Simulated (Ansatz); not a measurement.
Consider the cleavage of the Ga–Si bond: `CN[SiH2][GaH2]` + `[AsH3]` → `[GaH2][AsH2]` + `CN[SiH3]`.

Gas-phase electronic energies from Ansatz, PBE0-D4/def2-TZVP geometries. CCSD(T)/CBS is the MP2 limit (def2-TZVPP, def2-QZVPP) plus CCSD(T) − MP2 in def2-TZVPP, frozen cores. Functionals use def2-TZVPP. B3LYP here is the variant with VWN-RPA as its local correlation; programs differ in this. For As, Ga outer-core shells are correlated without core-valence functions, which leaves a few kJ/mol of doubt a bond. Scalar relativity is left out up to krypton. One conformer a species, not always the lowest.

`CN[SiH2][GaH2]`:

```xyz
12

C     1.950   -0.835    0.074
N     0.520   -0.641    0.194
Si   -0.280    0.801   -0.306
Ga   -2.651    0.540    0.037
H     2.199   -1.900    0.050
H     2.528   -0.368    0.883
H     2.298   -0.402   -0.868
H     0.105   -1.166    0.947
H     0.186    2.045    0.398
H     0.056    1.035   -1.741
H    -3.703    1.507   -0.622
H    -3.209   -0.615    0.955
```

`[AsH3]`:

Z-matrix (Å, degrees):
```
As
H 1 1.522
H 1 1.522 2 92.0
H 1 1.522 2 92.0 3 -92.1
```

`[GaH2][AsH2]`:

Cartesian coordinates in Å:
```
Ga 0.481 0.154 0.896
As -0.536 -0.946 -0.996
H 2.022 0.452 0.877
H -0.388 0.456 2.168
H 0.189 -0.060 -1.997
H -1.767 -0.056 -0.948
```

`CN[SiH3]`:

Cartesian coordinates in Å:
```
C 0.336 1.246 0.537
N 0.022 0.349 -0.555
Si -0.398 -1.298 -0.321
H 0.138 2.285 0.258
H -0.306 1.018 1.393
H 1.377 1.178 0.881
H 0.467 0.599 -1.423
H -1.553 -1.365 0.615
H 0.678 -2.155 0.264
H -0.760 -1.856 -1.650
```

```json
{"level": "r2SCAN-D4", "ΔE (kJ/mol)": "-51.6", "difference from CCSD(T)/CBS": "1.6"}
{"level": "r2SCAN", "ΔE (kJ/mol)": "-52.3", "difference from CCSD(T)/CBS": "0.9"}
{"level": "B3LYP", "ΔE (kJ/mol)": "-53.1", "difference from CCSD(T)/CBS": "0.1"}
{"level": "r2SCAN0", "ΔE (kJ/mol)": "-55.1", "difference from CCSD(T)/CBS": "-1.9"}
{"level": "LC-ωPBE", "ΔE (kJ/mol)": "-49.3", "difference from CCSD(T)/CBS": "3.9"}
{"level": "CCSD/def2-SVP", "ΔE (kJ/mol)": "-51.6", "difference from CCSD(T)/CBS": "1.6"}
{"level": "CCSD/def2-TZVPP", "ΔE (kJ/mol)": "-53.5", "difference from CCSD(T)/CBS": "-0.3"}
{"level": "MP2/def2-QZVPP", "ΔE (kJ/mol)": "-60.7", "difference from CCSD(T)/CBS": "-7.5"}
{"level": "HF/CBS(def2)", "ΔE (kJ/mol)": "-62.5", "difference from CCSD(T)/CBS": "-9.3"}
{"level": "CCSD/CBS(def2)", "ΔE (kJ/mol)": "-53.8", "difference from CCSD(T)/CBS": "-0.6"}
{"level": "CCSD(T)/CBS", "ΔE (kJ/mol)": "-53.2", "difference from CCSD(T)/CBS": "0"}
```

Largest T1 diagnostic among the species: 0.012.

Leaving LDA and LC-ωPBE aside and taking each functional with its dispersion term where it has one, the values, not all of them listed here, spread over 12.1 kJ/mol, from B2PLYP to revPBE-D4. From BLYP to BHLYP (50 % exact exchange), in def2-TZVPP and without D4, ΔE moves by −7.0 kJ/mol.
